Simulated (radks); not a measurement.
Values are calculated unless marked as measured or tabulated.
Numerical settings for the bromine ion Br2+, [Ar] 3d10 4s2 4p3. Code: a radial shooting solver on a logarithmic mesh with Libxc functionals. Model: scalar-relativistic Kohn-Sham, PBE, spin-polarised, spherical densities, point nucleus; open shells are filled with parallel spins first. The defaults (mesh step 0.008 in ln r, mesh end at 40 bohr or more with all orbitals vanishing there, Anderson mixing 0.5 over 9 steps, residual threshold near 1e-9 with the energy settled to 1e-9 hartree or 1e-11 of itself, here a cap of 90 iterations) give E = -2605.2033 hartree and 4p at -29.436 eV in 15 iterations. Run on one thread of a shared host, so times are rough (Arm Neoverse V2): 0.17 s of CPU time, 0.17 s wall, 15 iterations on 2486 mesh points. Changes against that run (0 stands for a change within the tolerance of the run):

\begin{tabular}{lrrrrr}
setting & iterations & converged & E (mhartree) & e(4p) (meV) & CPU (s) \\ \hline
mesh step in ln r 0.12 & 2 & no & diverged & - & 0.02 \\
mesh step in ln r 0.05 & 15 & yes & +0.000493 & -0.00849 & 0.04 \\
mesh step in ln r 0.08 & 90 & no & +1.3e+05 & - & 0.22 \\
mesh end (bohr) 20 & 15 & yes & 0 & 0 & 0.16 \\
mesh end (bohr) 2 & 14 & level above zero & +5.77e+03 & +4.81e+04 & 0.13 \\
residual threshold 0.01 & 10 & yes & 0 & -0.0206 & 0.13 \\
residual threshold 0.1 & 10 & yes & 0 & -0.0206 & 0.13 \\
mixing 0.05 & 24 & yes & 0 & 0 & 0.24 \\
linear mixing, mixing 0.05 & 90 & no & +0.232 & -52.8 & 0.91 \\
linear mixing, mixing 0.5 & 30 & yes & 0 & 0 & 0.27 \\
mixing history 3 & 17 & yes & 0 & 0 & 0.18 \\
iteration cap 2 & 2 & no & +1.44e+03 & -1.7e+04 & 0.03 \\
\end{tabular}

Settled on a wrong energy, with an occupied level pushed above zero by the early mesh end: mesh end (bohr) 2 (+5.77 hartree). Apart from these: no run marked as converged misses the energy by more than 1 mhartree. A mesh that ends early acts as a hard wall.
